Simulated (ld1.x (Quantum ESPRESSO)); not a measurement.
# Configuration tests for Sn (Z = 50) (ultrasoft)

Sn, ultrasoft, made with ld1.x (Quantum ESPRESSO) 7.5 (LDA (PZ), scalar-relativistic). Core [Kr], reference 4d10 5s1 5p3. Waves: 5s (bound): rcut 1.70, rcutus 1.85 bohr; 5s channel at -0.4 Ry: rcut 1.70, rcutus 1.85 bohr; 5p (bound): rcut 1.80, rcutus 2.40 bohr; 5p channel at 2.65 Ry: rcut 1.80, rcutus 2.40 bohr; 4d (bound): rcut 0.90, rcutus 1.15 bohr; 4d channel at 2.95 Ry: rcut 0.90, rcutus 1.15 bohr. Local part: all-electron potential smoothed inside 1.25 bohr (lloc = -1). Core correction: a·sin(br)/r model core inside 0.75 bohr. Augmentation charge: PSQ, inside the norm-conserving radii.

Energies are relative to the spin-unpolarised reference configuration 4d10 5s1 5p3; without spin polarisation the order of configurations can differ from experiment. Spin-polarised rows fill each open shell by Hund’s rule, majority spin first. The frozen-core shift is the all-electron ΔE with the core orbitals held at their reference shape minus the fully relaxed ΔE.

| valence configuration | charge | ΔE all-electron (eV) | error AE − PS (meV) | frozen-core shift (meV) |
| --- | --- | --- | --- | --- |
| 4d10 5s2 5p2 | 0 | -7.075 | -1.3 | +0.1 |
| 4d10 5s2 5p0 | +2 | 14.288 | -4.8 | +4.2 |
| 4d10 5s0 5p4 | 0 | 7.326 | -2.3 | +0.4 |
| 4d10 5s1 5p0 | +3 | 45.738 | -23 | +13 |
| 4d9 5s2 5p2 | +1 | 25.693 | -71 | +109 |
| 4d9 5s2 5p3 | 0 | 17.274 | -65 | +102 |
| 4d10 5s1 5p3 (spin-polarised) | 0 | -2.094 | +4.8 | +1.7 |
| 4d10 5s2 5p2 (spin-polarised) | 0 | -7.549 | -0.7 | +0.2 |

Q: What are ΔE and the potential's error for 4d10 5s2 5p1?

A: ΔE = 0.024 eV all-electron; the error (AE − PS) is -2.4 meV.

Note: ghost states, extra bound levels that the all-electron valence spectrum of the same l lacks: s at -183.1 eV, p at -19.9 eV. A true bound ghost makes a file unfit for plane-wave use.
